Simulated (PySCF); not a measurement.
C4H5FSSi.
Atom-mapped SMILES: `[F:1][c:2]1[cH:3][cH:4][c:5]([SiH3:6])[s:7]1` (hydrogens: H8 on C3; H9 on C4; H10, H11, H12 on Si6)

Cartesian coordinates in Å at the PBE0-D3(BJ)/def2-SVP level; atoms count from 1:
```
atom  x, y, z in Å
F1    -2.956    1.496   -0.722
C2    -1.806    0.934   -0.411
C3    -1.618   -0.290    0.164
C4    -0.232   -0.552    0.348
C5     0.601    0.458   -0.081
Si6    2.465    0.482   -0.008
S7    -0.331    1.771   -0.730
H8    -2.436   -0.957    0.435
H9     0.148   -1.475    0.791
H10    3.062    0.625   -1.370
H11    2.889   -0.817    0.593
H12    2.964    1.612    0.834
```

Level of theory: PySCF 2.14.0, PBE0-D3(BJ)/def2-SVP geometry optimisation, gas phase.

Masses are those of the commonest isotopes; rigid-rotor values at the optimised geometry. 

**Question.** What are A, B and C (GHz)?

**Answer.** Ia = 103.64, Ib = 457.69, Ic = 555.45 u·Å²; 505379 MHz·u·Å²/I gives 4876, 1104 and 909.9 MHz, that is A = 4.8763, B = 1.1042, C = 0.9099 GHz.

**Question.** What kind of rotor is it?

**Answer.** A near-prolate asymmetric top; Ray's κ = -0.902.

**Question.** What does the inertial defect say?

**Answer.** Not planar: Δ = Ic − Ia − Ib = -5.89 u·Å². For a rigid frame Δ = −2 Σ m c², so Σ m c² = 2.94 u·Å² lies off the ab plane, practically all of it from hydrogen. The atom farthest from that plane is 1.22 Å away.

**Question.** Give the other two planar moments, Paa and Pbb, and the rms extents of the mass along the axes.

**Answer.** Paa = Σ m a² = (Ib + Ic − Ia)/2 = 454.75 and Pbb = Σ m b² = (Ia + Ic − Ib)/2 = 100.70 u·Å². With the mass M = 131.99 u, the rms extents √(P/M) along a, b and c are 1.86, 0.87, 0.15 Å.

**Question.** Where do the levels up to J = 2 lie, in MHz?

**Answer.** Above 0(0,0):
J = 1: 1(0,1) 2014, 1(1,1) 5786, 1(1,0) 5980
J = 2: 2(0,2) 6035, 2(1,2) 9620, 2(1,1) 10203, 2(2,1) 21519, 2(2,0) 21526

**Question.** Which lines would a microwave search look for?

**Answer.** The dipole components are |μa| = 0.46 D, |μb| = 0.97 D, |μc| = 0.00 D; the mirror of this Cs structure is the ab plane, so μc vanishes by symmetry and there are no c-type lines. Intensities carry the squares of the components, which stand as 0.22 : 1.00 (a : b). Some of the stronger lines:

```tsv
type	branch	J(Ka,Kc)	MHz	lower level (cm⁻¹)
a	Q	3(1,2) ← 3(1,3)	1166	0.513
a	Q	4(1,3) ← 4(1,4)	1942	0.768
a	R	1(0,1) ← 0(0,0)	2014	0.000
b	R	3(0,3) ← 2(1,2)	2428	0.321
a	R	2(1,2) ← 1(1,1)	3834	0.193
b	Q	1(1,0) ← 1(0,1)	3966	0.067
b	Q	2(1,1) ← 2(0,2)	4168	0.201
a	R	3(1,3) ← 2(1,2)	5746	0.321
a	R	4(1,3) ← 3(1,2)	8430	0.551
b	Q	4(2,2) ← 4(1,3)	10759	0.833
b	Q	3(2,2) ← 3(1,3)	12195	0.513
b	R	2(2,0) ← 1(1,1)	15740	0.193
b	R	3(2,2) ← 2(1,1)	17358	0.340
b	R	4(2,3) ← 3(1,2)	19080	0.551
b	Q	4(4,0) ← 4(3,1)	27071	1.834
b	R	4(3,2) ← 3(2,1)	27385	0.921
b	R	4(3,1) ← 3(2,2)	27422	0.919
```

**Question.** Estimate the classical rotational partition function at 200 K, 298.15 K and 500 K.

**Answer.** Point group Cs, symmetry number σ = 1; q = (√π/σ)·√((kT/h)³/(ABC)), k/h = 20836.6 MHz/K: 215000 at 200 K, 392000 at 298.15 K, 852000 at 500 K.

Whether it is a minimum is left open (no frequencies). No vibrational averaging or centrifugal distortion is included, and the geometry carries the error of its method. A rigid rotor knows nothing of internal rotation, which can split or shift real lines.

On an Intel Xeon Platinum 8259CL at 2.50 GHz with one thread (shared host), this took 61 s and 0.56 GiB of memory at its peak. This is the geometry optimisation.
